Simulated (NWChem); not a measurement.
# C3H5NO2; SMILES O=C/N=C/CO

```xyz
11

O      0.8723    -2.3195     0.4243
C     -0.2515    -1.9479     0.1643
N     -0.5840    -0.6726    -0.3219
C     -0.1860     0.3619     0.3067
C     -0.4349     1.7545    -0.2133
O      0.6941     2.5898    -0.0105
H     -1.1305    -2.6161     0.2156
H      0.3629     0.2983     1.2567
H     -0.7525     1.7018    -1.2639
H     -1.2499     2.2124     0.3614
H      1.4108     2.2670    -0.5793
```
Atoms are numbered in this order, from 1.

Computed with NWChem. Pople sets run with spherical d functions. All runs use the structure optimised with B3LYP/6-31G* (spherical d). B3LYP is NWChem's, with the RPA form of VWN correlation. Atomic charges in e: unrestrained fits to the electrostatic potential beside Mulliken populations; buried atoms are poorly determined by the fit.

For level Hartree-Fock/6-31G*:

- Mulliken O1 = -0.52
- Mulliken C2 = 0.47
- Mulliken N3 = -0.51
- Mulliken C4 = 0.09
- Mulliken C5 = -0.03

Task: Estimate the same quantities for level B3LYP/def2-SVP.

Result: 
- Mulliken O1 = -0.22
- Mulliken C2 = 0.19
- Mulliken N3 = -0.13
- Mulliken C4 = -0.06
- Mulliken C5 = 0.29
